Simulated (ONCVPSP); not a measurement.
**Plane-wave convergence, ONCV potential for aluminium**

aluminium, optimised norm-conserving Vanderbilt (ONCV), made with ONCVPSP 4.0.1 (PBEsol, scalar-relativistic). Core [He], reference 2s2 2p6 3s2 3p1. Waves: 2s+3s: rc 1.00 bohr, ncon 5, nbas 10, qcut 11.9 1/bohr, 2 projectors; 2p+3p: rc 0.90 bohr, ncon 3, nbas 6, qcut 13.5 1/bohr, 2 projectors. Local part: polynomial inside 0.90 bohr (lpopt 5, dvloc0 2 Ha). Core correction: polynomial model core, fcfact 0.15.

Question: For each optimised wave give the share of its norm inside rc, the residual kinetic energy above qcut (Ha) and the cutoffs (Ha) for errors of 10, 1, 0.1 and 0.01 mHa per electron.

Answer:

| wave | norm inside rc | residual KE | 10 mHa | 1 mHa | 0.1 mHa | 0.01 mHa |
| --- | --- | --- | --- | --- | --- | --- |
| 2s | 0.905 | 7.8e-06 | 18.4 | 43.9 | 57.9 | 69.6 |
| 3s | 0.033 | 3.2e-06 | 13.0 | 20.1 | 50.4 | 64.3 |
| 2p | 0.844 | 5.9e-05 | 65.2 | 77.4 | 87.8 | 202.7 |
| 3p | 0.018 | 7.3e-06 | 45.5 | 63.9 | 78.1 | 89.2 |

The occupied waves need 77 Ha and 88 Ha for 1 and 0.1 mHa. 1 of 4 tests not solved or not reliable.
